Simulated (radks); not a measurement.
Task: All-electron atom: N2- in [He] 2s2 2p5. All-electron calculation, scalar-relativistic Kohn-Sham, LB94 model potential, spin-polarised, spherical densities, finite nucleus; open shells are filled with parallel spins first; Fermi nuclear charge, rms radius 2.5582 fm; Watson sphere of charge +2 and radius 2.82 bohr. Program: a radial shooting solver on a logarithmic mesh with Libxc functionals. Some entries of the table are withheld. Estimate them.

orbital,occ.,eigenvalue (eV),<1/r> (bohr^-1),<r^2> (bohr^2)
1s down,1,(1),6.659,(2)
1s up,1,(3),6.660,(4)
2s up,1,-19.6982,1.023,2.561
2s down,1,-18.7870,1.014,2.629
2p up,3,-9.3610,(5),4.487
2p down,2,-8.6448,(6),4.813

Result: 
(1) 1s down eigenvalue (eV): -400.4471
(2) 1s down <r^2> (bohr^2): 0.07007
(3) 1s up eigenvalue (eV): -400.1168
(4) 1s up <r^2> (bohr^2): 0.07009
(5) 2p up <1/r> (bohr^-1): 0.8117
(6) 2p down <1/r> (bohr^-1): 0.7934
